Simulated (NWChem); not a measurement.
System meant: C₅H₅N; SMILES C#C/C=N/C=C

The following NWChem deck was run.

```
start job
memory heap 200 mb stack 900 mb global 1100 mb
geometry units angstroms noautosym nocenter noautoz
  C      0.331413     3.091437     0.000000
  C     -0.023096     1.933913     0.000000
  C     -0.513370     0.596384     0.000000
  N      0.274299    -0.422175     0.000000
  C     -0.318446    -1.683670     0.000000
  C      0.426838    -2.797253     0.000000
  H      0.671051     4.102392     0.000000
  H     -1.608787     0.486402     0.000000
  H     -1.413496    -1.742191     0.000000
  H     -0.031205    -3.780791     0.000000
  H      1.510452    -2.734667     0.000000
end
basis spherical
  C library 6-31g*
  N library 6-31g*
  H library 6-31g*
end
dft
  xc m06-2x
  iterations 150
end
property
  shielding
end
task dft property
```

End of the output:

```
 Vector   24  Occ=0.000000D+00  E= 9.175737D-02
              MO Center=  2.4D-02, -1.2D+00,  6.1D-10, r^2= 4.7D+00
   Bfn.  Coefficient  Atom+Function         Bfn.  Coefficient  Atom+Function
  ----- ------------  ---------------      ----- ------------  ---------------
    65      0.670588   5 C  pz               79     -0.557468   6 C  pz
    61      0.411791   5 C  pz               51     -0.399519   4 N  pz
    75     -0.294170   6 C  pz               47     -0.268705   4 N  pz
     9     -0.261237   1 C  pz               23      0.218680   2 C  pz
    19      0.170648   2 C  pz                5     -0.161467   1 C  pz

 center of mass
 --------------
 x =   0.04308876 y =   0.09755397 z =   0.00000000

 moments of inertia (a.u.)
 ------------------
        1200.704574928278           3.928959623209           0.000000000000
           3.928959623209          58.132870778112           0.000000000000
           0.000000000000           0.000000000000        1258.837445706390

     Multipole analysis of the density
     ---------------------------------

     L   x y z        total         alpha         beta         nuclear
     -   - - -        -----         -----         ----         -------
     0   0 0 0     -0.000000    -21.000000    -21.000000     42.000000

     1   1 0 0     -0.526303     -0.705481     -0.705481      0.884660
     1   0 1 0      0.069254     -0.173986     -0.173986      0.417225
     1   0 0 1      0.000000      0.000000      0.000000      0.000000

     2   2 0 0    -25.057992    -33.581646    -33.581646     42.105299
     2   1 1 0      1.235842      1.144422      1.144422     -1.053002
     2   1 0 1      0.000000      0.000000      0.000000      0.000000
     2   0 2 0    -17.935897   -346.423015   -346.423015    674.910134
     2   0 1 1     -0.000000     -0.000000     -0.000000      0.000000
     2   0 0 2    -27.793397    -13.896698    -13.896698      0.000000

          -----------------------------------------
          Chemical Shielding Tensors (GIAO, in ppm)
          -----------------------------------------

 ------------------------------------------------------------------------
  xm06: d2 not coded                    0
 ------------------------------------------------------------------------
 ------------------------------------------------------------------------
  current input line :
    28: task dft property
 ------------------------------------------------------------------------
 ------------------------------------------------------------------------
 This error has not yet been assigned to a category
 ------------------------------------------------------------------------
 For more information see the NWChem manual at https://nwchemgit.github.io

0: xm06: d2 not coded:Received an Error in Communication
```

**Question.** Can this run be used? If not, why, and what is the fix?

**Answer.** The program stopped with an error. Cause: this functional's second derivatives, which shieldings need, aren't coded here; the fix takes a hybrid GGA instead. This input runs:
```
start job
memory heap 200 mb stack 900 mb global 1100 mb
geometry units angstroms noautosym nocenter noautoz
  C      0.331413     3.091437     0.000000
  C     -0.023096     1.933913     0.000000
  C     -0.513370     0.596384     0.000000
  N      0.274299    -0.422175     0.000000
  C     -0.318446    -1.683670     0.000000
  C      0.426838    -2.797253     0.000000
  H      0.671051     4.102392     0.000000
  H     -1.608787     0.486402     0.000000
  H     -1.413496    -1.742191     0.000000
  H     -0.031205    -3.780791     0.000000
  H      1.510452    -2.734667     0.000000
end
basis spherical
  * library 6-31g*
end
dft
  xc pbe0
  iterations 150
end
property
  shielding
end
task dft property
```
It converges to -247.86236 Ha (PBE0/6-31G* (spherical d), GIAO).
